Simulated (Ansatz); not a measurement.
Reaction (isomerisation): `C#C/C=C\[SiH3]` → `C=CC1=C[SiH2]1`

Computed with Ansatz on PBE0-D4/def2-TZVP structures; ΔE is electronic, products minus reactants. CBS: MP2 limit from def2 TZ/QZ plus the TZ coupled-cluster correction, frozen cores. DFT in def2-TZVPP. B3LYP here is the variant with VWN-RPA as its local correlation; programs differ in this. One conformer a species, not always the lowest.

| level | ΔE (kJ/mol) |
| --- | --- |
| PBE | -25.3 |
| B3LYP | -6.1 |

(1) What does CCSD(T)/CBS give? (Best estimate.)

Largest T1 diagnostic among the species: 0.013.

Answers

(1) The calculation gave: -7.8 kJ/mol. The listed levels differ from it by -17.5, 1.7 kJ/mol.

From PBE to PBE0 (25 % exact exchange), in def2-TZVPP and without D4, ΔE moves by −3.9 kJ/mol. In def2-TZVPP, CCSD(T) changes the Hartree–Fock value by −12.0 kJ/mol (the triples alone add −1.3 kJ/mol) and MP2 by −11.7 kJ/mol.
